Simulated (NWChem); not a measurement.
System: CH₃F₃OSi; SMILES O[Si](F)(F)CF

```xyz
9

O     -1.6063    -0.3523    -0.1481
Si     0.0163    -0.4569    -0.0184
F      0.3999    -1.4670     1.1700
F      0.6671    -1.0929    -1.3452
C      0.7161     1.2557     0.3104
F     -0.1880     2.1674    -0.2198
H     -1.9292     0.5390    -0.3257
H      1.7033     1.4128    -0.1549
H      0.8218     1.4431     1.3928
```
Atoms are numbered in this order, from 1.

All runs: NWChem. Pople sets run with spherical d functions. Coordinates come from a PBE0/def2-SVP optimisation. GIAO values for the isolated, static molecule; σ is the absolute isotropic shielding, δ = σ(reference) − σ with the isolated reference molecule computed at the same levels (13C: tetramethylsilane, 19F: trichlorofluoromethane, 1H: tetramethylsilane, 17O: water, 29Si: tetramethylsilane).

| level | δ O1 (ppm) | δ Si2 (ppm) | δ C5 (ppm) | δ F6 (ppm) | δ H7 (ppm) | δ H8 (ppm) | δ H9 (ppm) |
|---|---|---|---|---|---|---|---|
| PBE0/pcSseg-1 | 53.1 | -47.4 | 73.4 | -301.7 | 3.33 | 4.49 | 4.40 |
| KT2/pcSseg-1 | 57.7 | -43.3 | 73.8 | -323.8 | 3.27 | 4.53 | 4.45 |
| B3LYP/6-311G** | 58.1 | ___ | 73.5 | ___ | ___ | ___ | ___ |

Task: Some entries are withheld; supply them.

Result: 
- B3LYP/6-311G**, δ Si2 (ppm): -47.0
- B3LYP/6-311G**, δ F6 (ppm): -311.6
- B3LYP/6-311G**, δ H7 (ppm): 3.04
- B3LYP/6-311G**, δ H8 (ppm): 4.36
- B3LYP/6-311G**, δ H9 (ppm): 4.26
